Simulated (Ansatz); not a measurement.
The cluster Sn2S4, relaxed as a singlet with RKS PBE-D4/def2-SVP in Ansatz, starting from the GFN2-xTB geometry. Force threshold 0.02 eV/Å.

In the def2 sets Sn takes a core potential; there is no spin–orbit coupling. Another isomer (singlet) lies 0.08 eV lower at PBE0-D4/def2-TZVP; other spin states weren't run for this one.

Start:

```xyz
6

Sn    1.4582    0.5043   -1.3747
Sn   -1.0894   -1.0819    1.3831
S     0.2304   -1.7001   -0.7630
S     1.4324   -0.9189    0.7934
S    -1.6678    1.1925    0.6957
S    -0.3638    2.0041   -0.7344
```

```csv
step,energy (eV),largest force component (eV/Å),SCF passes
1,-54977.2534,1.311,18
2,-54977.3626,0.296,26
3,-54977.3962,0.105,20
4,-54977.3980,0.024,20
5,-54977.3981,0.003,14
6,-54977.3981,0.003,13
7,-54977.3981,0.011,14
8,-54977.3984,0.105,19
9,-54977.4084,0.410,24
10,-54977.4135,0.233,20
11 (rejected),-54977.4010,0.163,25
12 (rejected),-54977.4073,0.208,19
13,-54977.4185,0.036,19
14 (rejected),-54977.4151,0.111,20
15,-54977.4194,0.119,19
16,-54977.4208,0.017,20
```

Force components are those of the run's own axes.

End:

```csv
atom,x (Å),y (Å),z (Å)
Sn1,1.519,0.603,-1.272
Sn2,-1.206,-1.096,1.276
S3,0.264,-1.795,-0.783
S4,1.504,-0.988,0.816
S5,-1.510,1.351,0.874
S6,-0.572,1.924,-0.912
```

By distances, no bond broke or formed. The bond that changes most is Sn2–S4, from 2.59 to 2.75 Å (atoms count from 1).

The force fell under the threshold at step 5, but the optimiser went on and released 0.023 eV more. No frequencies were taken in this run, so the end may be a saddle point.

Run time 21 s (4 threads of Arm Neoverse V1 on a shared host).
